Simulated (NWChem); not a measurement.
System: AlH₃S; SMILES [AlH2][SH]

NWChem input:

```
start job
memory heap 200 mb stack 900 mb global 1100 mb
geometry units angstroms noautoz
  Al     0.138606    -1.155219     0.054463
  H      1.349849    -2.007715    -0.502614
  H     -1.299145    -1.734423     0.385028
  S      0.524938     0.972401     0.375561
  H     -0.720223     1.247508     0.823760
end
basis spherical
  * library def2-svp
end
dft
  xc xpbe96 cpbe96
  iterations 150
  mulliken
end
task dft energy
```

The geometry was optimised at PBE0/def2-SVP.

Problem. Predict the main results of this run. (PBE/def2-SVP.) Quantities: basis functions; energy (Ha); highest occupied level (eV); orbital gap (eV); dipole (D).

Solution. 
```json
{
  "number_of_basis_functions": "51",
  "energy (Ha)": "-641.92",
  "highest occupied level (eV)": "-6.57",
  "orbital gap (eV)": "4.49",
  "dipole (D)": "1.00"
}
```
